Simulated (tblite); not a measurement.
Record of a relaxation.

Species: CH8GeSSi2.
Numbering: `[CH2:1]1[SiH2:2][S:3][GeH2:4][SiH2:5]1` (hydrogens: H6, H7 on C1; H8, H9 on Si2; H10, H11 on Ge4; H12, H13 on Si5)

Computed with GFN2-xTB (tblite), gas phase: L-BFGS steps from a force-field or distance-geometry start until the largest atomic force falls under 0.01 eV/Å. 12 of its 102 geometries are shown.

Step 0: E = -405.0759 eV, largest atomic force 2.254 eV/Å
```
atom  x, y, z in Å  |  force x, y, z in eV/Å
C1     -1.016   -0.682    0.428   -1.848  -1.283   0.135
Si2    -1.410    1.074   -0.050   -0.622   0.611   0.431
S3      0.416    2.192   -0.023    0.119   0.780  -0.069
Ge4     1.917    0.574    0.103   -0.226  -0.908   0.138
Si5     0.520   -1.208   -0.436    1.163  -0.460  -0.593
H6     -1.861   -1.308    0.020    0.601   0.470   0.607
H7     -0.990   -0.865    1.508    0.022   0.168  -0.271
H8     -2.056    1.072   -1.363    0.158   0.142  -0.006
H9     -2.284    1.647    0.996    0.201   0.045  -0.273
H10     3.042    0.685   -0.904    0.199   0.479   0.252
H11     2.422    0.482    1.561    0.214   0.318  -0.401
H12     1.069   -2.475    0.022   -0.066  -0.212  -0.037
H13     0.225   -1.189   -1.880    0.084  -0.150   0.088
```

Step 9: E = -405.4086 eV, largest atomic force 0.279 eV/Å
```
atom  x, y, z in Å  |  force x, y, z in eV/Å
C1     -1.093   -0.747    0.387    0.060   0.007   0.051
Si2    -1.414    1.097   -0.002   -0.152  -0.076  -0.003
S3      0.423    2.222   -0.023   -0.020   0.052   0.046
Ge4     1.870    0.521    0.082    0.062  -0.256   0.092
Si5     0.504   -1.325   -0.461    0.121   0.100  -0.046
H6     -1.944   -1.359    0.102   -0.090   0.069  -0.046
H7     -0.988   -0.856    1.465    0.038  -0.036   0.101
H8     -1.992    1.151   -1.343    0.010   0.087  -0.045
H9     -2.283    1.725    0.994    0.099  -0.028  -0.041
H10     3.068    0.859   -0.780   -0.005   0.164  -0.098
H11     2.511    0.588    1.470   -0.060   0.034  -0.013
H12     1.061   -2.599    0.006   -0.119   0.056  -0.052
H13     0.273   -1.277   -1.913    0.054  -0.173   0.054
```

Step 18: E = -405.4388 eV, largest atomic force 0.090 eV/Å
```
atom  x, y, z in Å  |  force x, y, z in eV/Å
C1     -1.092   -0.748    0.391    0.043   0.038  -0.040
Si2    -1.420    1.096   -0.008    0.001  -0.025   0.003
S3      0.430    2.199    0.011   -0.071   0.051   0.022
Ge4     1.890    0.505    0.081   -0.034  -0.066   0.019
Si5     0.504   -1.333   -0.469    0.008   0.013   0.015
H6     -1.959   -1.341    0.109   -0.003  -0.005  -0.048
H7     -0.978   -0.871    1.470    0.020   0.044  -0.029
H8     -1.981    1.199   -1.359    0.038   0.004   0.078
H9     -2.266    1.729    1.000    0.013  -0.025  -0.024
H10     3.040    0.961   -0.800   -0.007   0.014  -0.010
H11     2.509    0.604    1.478    0.000  -0.040  -0.062
H12     1.010   -2.622    0.004   -0.019   0.017   0.045
H13     0.307   -1.378   -1.923    0.011  -0.020   0.031
```

Step 28: E = -405.4489 eV, largest atomic force 0.089 eV/Å
```
atom  x, y, z in Å  |  force x, y, z in eV/Å
C1     -1.082   -0.737    0.365    0.015   0.002  -0.022
Si2    -1.419    1.104   -0.001    0.035   0.019  -0.012
S3      0.424    2.217    0.070   -0.084   0.019   0.021
Ge4     1.871    0.515    0.062    0.058  -0.034   0.007
Si5     0.518   -1.344   -0.469   -0.059  -0.008   0.016
H6     -1.947   -1.329    0.073    0.006  -0.006   0.040
H7     -0.963   -0.852    1.445   -0.047  -0.044  -0.034
H8     -1.964    1.230   -1.351    0.003   0.023  -0.008
H9     -2.274    1.708    1.012   -0.023   0.007   0.008
H10     2.999    1.009   -0.823    0.032  -0.008  -0.031
H11     2.518    0.555    1.443    0.023  -0.011  -0.009
H12     0.976   -2.623    0.077    0.029   0.049   0.014
H13     0.338   -1.452   -1.920    0.012  -0.009   0.008
```

Step 37: E = -405.4569 eV, largest atomic force 0.071 eV/Å
```
atom  x, y, z in Å  |  force x, y, z in eV/Å
C1     -1.103   -0.737    0.339    0.014   0.018   0.006
Si2    -1.428    1.113    0.007    0.023   0.023  -0.009
S3      0.414    2.217    0.163   -0.016  -0.018   0.009
Ge4     1.876    0.523    0.030    0.017  -0.017   0.067
Si5     0.513   -1.340   -0.465    0.013  -0.002   0.028
H6     -1.967   -1.326    0.043    0.013   0.007  -0.032
H7     -0.994   -0.868    1.417   -0.031  -0.015   0.011
H8     -1.942    1.293   -1.350    0.012  -0.005  -0.001
H9     -2.310    1.687    1.016   -0.009   0.011   0.005
H10     2.988    1.036   -0.871   -0.034  -0.002  -0.010
H11     2.573    0.504    1.393   -0.004   0.023  -0.061
H12     0.996   -2.565    0.172    0.025  -0.030   0.003
H13     0.378   -1.538   -1.909   -0.024   0.006  -0.015
```

Step 46: E = -405.4647 eV, largest atomic force 0.093 eV/Å
```
atom  x, y, z in Å  |  force x, y, z in eV/Å
C1     -1.118   -0.735    0.316   -0.028  -0.021  -0.019
Si2    -1.423    1.127    0.024    0.037   0.002  -0.002
S3      0.422    2.195    0.298   -0.035   0.022   0.016
Ge4     1.878    0.515    0.020    0.037   0.064   0.056
Si5     0.520   -1.358   -0.429    0.004   0.029   0.046
H6     -1.967   -1.300   -0.061   -0.038  -0.024  -0.003
H7     -1.092   -0.901    1.394    0.012  -0.027  -0.011
H8     -1.889    1.359   -1.342    0.022  -0.021  -0.030
H9     -2.351    1.679    1.003    0.016   0.003   0.022
H10     2.899    1.071   -0.957    0.016  -0.012  -0.035
H11     2.681    0.503    1.320   -0.002   0.003  -0.049
H12     1.050   -2.534    0.262   -0.044  -0.040  -0.005
H13     0.387   -1.622   -1.865    0.004   0.020   0.014
```

Step 55: E = -405.4740 eV, largest atomic force 0.097 eV/Å
```
atom  x, y, z in Å  |  force x, y, z in eV/Å
C1     -1.150   -0.747    0.288    0.019  -0.005  -0.003
Si2    -1.405    1.128    0.043    0.037   0.028   0.000
S3      0.420    2.180    0.476    0.006  -0.048  -0.006
Ge4     1.883    0.543    0.019   -0.052  -0.012   0.081
Si5     0.535   -1.359   -0.363   -0.056  -0.051  -0.011
H6     -1.973   -1.281   -0.182   -0.012  -0.024  -0.031
H7     -1.224   -0.964    1.353    0.044  -0.007   0.038
H8     -1.782    1.405   -1.343    0.015  -0.010  -0.018
H9     -2.366    1.672    0.992   -0.034   0.012   0.026
H10     2.771    1.100   -1.076    0.039   0.017  -0.062
H11     2.831    0.543    1.213   -0.015   0.010  -0.035
H12     1.042   -2.535    0.351   -0.037   0.039   0.019
H13     0.413   -1.683   -1.788    0.046   0.050   0.001
```

Step 64: E = -405.4794 eV, largest atomic force 0.038 eV/Å
```
atom  x, y, z in Å  |  force x, y, z in eV/Å
C1     -1.170   -0.753    0.272    0.027   0.003  -0.016
Si2    -1.395    1.131    0.060    0.012   0.005   0.008
S3      0.426    2.146    0.587   -0.016  -0.015   0.003
Ge4     1.879    0.541    0.013   -0.002   0.014   0.027
Si5     0.528   -1.365   -0.335    0.026  -0.027  -0.002
H6     -1.973   -1.273   -0.245   -0.031   0.009   0.018
H7     -1.276   -0.997    1.329    0.004   0.001   0.002
H8     -1.702    1.425   -1.340   -0.008   0.009  -0.007
H9     -2.383    1.667    0.986   -0.011   0.007  -0.011
H10     2.681    1.118   -1.147   -0.007  -0.008  -0.013
H11     2.910    0.574    1.133   -0.002  -0.009  -0.004
H12     0.996   -2.521    0.431    0.003   0.004  -0.006
H13     0.474   -1.694   -1.762    0.004   0.006   0.002
```

Step 73: E = -405.4802 eV, largest atomic force 0.021 eV/Å
```
atom  x, y, z in Å  |  force x, y, z in eV/Å
C1     -1.170   -0.753    0.265    0.006   0.011  -0.006
Si2    -1.391    1.132    0.062    0.000   0.010   0.011
S3      0.424    2.133    0.626   -0.005   0.004   0.007
Ge4     1.876    0.541    0.018   -0.003  -0.008  -0.004
Si5     0.531   -1.371   -0.328    0.007  -0.003   0.004
H6     -1.978   -1.263   -0.255   -0.010  -0.019  -0.001
H7     -1.284   -1.002    1.321    0.005   0.003   0.011
H8     -1.685    1.440   -1.337    0.004   0.002  -0.016
H9     -2.393    1.669    0.973   -0.004  -0.001   0.000
H10     2.642    1.120   -1.165   -0.002  -0.001  -0.005
H11     2.935    0.580    1.109    0.003  -0.003   0.008
H12     0.994   -2.523    0.449   -0.001   0.006  -0.010
H13     0.492   -1.703   -1.755   -0.002  -0.001   0.001
```

Step 83: E = -405.4805 eV, largest atomic force 0.011 eV/Å
```
atom  x, y, z in Å  |  force x, y, z in eV/Å
C1     -1.168   -0.752    0.270   -0.001  -0.003   0.004
Si2    -1.395    1.132    0.056    0.008   0.003   0.002
S3      0.420    2.135    0.618    0.002   0.000   0.004
Ge4     1.875    0.539    0.025   -0.001   0.001  -0.005
Si5     0.530   -1.369   -0.335    0.001  -0.003   0.001
H6     -1.980   -1.274   -0.232    0.001   0.004   0.003
H7     -1.264   -0.987    1.331    0.002  -0.004   0.002
H8     -1.686    1.435   -1.345    0.000  -0.002  -0.005
H9     -2.396    1.672    0.967   -0.002  -0.006  -0.009
H10     2.648    1.109   -1.158    0.002   0.006   0.002
H11     2.926    0.580    1.123    0.000  -0.003   0.000
H12     0.995   -2.532    0.425   -0.002   0.003   0.001
H13     0.489   -1.688   -1.764   -0.008   0.004   0.001
```

Step 92: E = -405.4809 eV, largest atomic force 0.011 eV/Å
```
atom  x, y, z in Å  |  force x, y, z in eV/Å
C1     -1.165   -0.752    0.281   -0.003  -0.004   0.000
Si2    -1.392    1.129    0.049   -0.001   0.002   0.011
S3      0.418    2.132    0.626    0.002  -0.005  -0.002
Ge4     1.874    0.538    0.027   -0.004   0.002   0.003
Si5     0.527   -1.369   -0.340   -0.001   0.001   0.007
H6     -1.983   -1.279   -0.205    0.008   0.003   0.005
H7     -1.246   -0.977    1.346    0.002  -0.001  -0.010
H8     -1.670    1.426   -1.356    0.003  -0.006  -0.009
H9     -2.407    1.668    0.945   -0.003   0.008   0.001
H10     2.651    1.115   -1.150   -0.004   0.003  -0.001
H11     2.924    0.578    1.128   -0.001  -0.007   0.001
H12     0.992   -2.540    0.406    0.003   0.008  -0.005
H13     0.473   -1.669   -1.773   -0.002  -0.002   0.000
```

Step 101: E = -405.4811 eV, largest atomic force 0.009 eV/Å
```
atom  x, y, z in Å  |  force x, y, z in eV/Å
C1     -1.164   -0.753    0.287    0.004   0.007  -0.004
Si2    -1.391    1.128    0.048   -0.007   0.001   0.003
S3      0.416    2.127    0.641    0.001   0.004   0.003
Ge4     1.871    0.539    0.028    0.008   0.002   0.002
Si5     0.525   -1.366   -0.343    0.000  -0.009   0.002
H6     -1.984   -1.282   -0.193   -0.007  -0.004  -0.003
H7     -1.239   -0.974    1.353   -0.001   0.001   0.004
H8     -1.650    1.414   -1.364    0.000  -0.002   0.003
H9     -2.414    1.677    0.928    0.004  -0.001  -0.004
H10     2.642    1.126   -1.149    0.001   0.001   0.001
H11     2.925    0.567    1.125   -0.004   0.000  -0.005
H12     0.996   -2.538    0.397    0.001   0.001  -0.001
H13     0.462   -1.665   -1.776    0.000   0.000   0.000
```

Task: Summarise the path.

Result: The energy falls by 39.10 kJ/mol from step 0 to step 101; nine tenths of that is first reached at step 20. It never rises by more than 0.2 meV. The largest force goes from 2.254 to 0.009 eV/Å. Among the bonds C1–Si5 changes most, from 1.839 to 1.905 Å; the atoms move by 0.422 Å rms after alignment.

Task: Follow the three bonds and two angles with the largest change from start to end.

Result: 
```csv
step,E above end (kJ/mol),largest force (eV/Å),C1–Si5 (Å),C1–Si2 (Å),C1–H6 (Å),H10–Ge4–H11 (°),Si5–Ge4–H11 (°)
0,39.10,2.254,1.839,1.862,1.128,112.9,111.6
4,17.13,0.677,1.909,1.912,1.079,107.4,117.0
9,6.99,0.279,1.899,1.912,1.086,100.1,119.0
13,4.82,0.126,1.903,1.907,1.089,100.1,120.8
18,4.09,0.090,1.905,1.914,1.087,101.8,119.9
22,3.62,0.116,1.902,1.908,1.088,102.3,119.3
26,3.25,0.064,1.900,1.908,1.087,102.2,118.2
31,2.82,0.073,1.903,1.908,1.088,101.3,117.1
35,2.51,0.099,1.900,1.909,1.086,101.4,116.4
40,2.22,0.072,1.904,1.908,1.089,101.5,116.2
44,1.72,0.071,1.904,1.911,1.087,101.6,117.2
48,1.36,0.143,1.904,1.909,1.088,101.3,117.2
53,0.92,0.104,1.906,1.911,1.088,101.8,118.1
57,0.47,0.074,1.906,1.908,1.087,101.0,119.2
61,0.23,0.050,1.905,1.911,1.089,101.1,120.2
66,0.13,0.025,1.904,1.909,1.088,101.4,120.9
70,0.11,0.020,1.906,1.910,1.088,101.5,121.0
75,0.08,0.014,1.905,1.910,1.088,101.4,121.5
79,0.07,0.020,1.905,1.910,1.088,101.6,121.4
83,0.06,0.011,1.905,1.910,1.088,101.5,121.7
88,0.03,0.022,1.904,1.909,1.088,101.5,121.6
92,0.02,0.011,1.905,1.909,1.088,101.4,121.8
97,0.01,0.011,1.904,1.909,1.088,101.4,121.6
101,0.00,0.009,1.905,1.909,1.088,101.5,121.5
```

What follows is the cost of the whole relaxation. On an Arm Neoverse N1 with one thread, no GPU, on a shared host, this took 1.3 s wall.
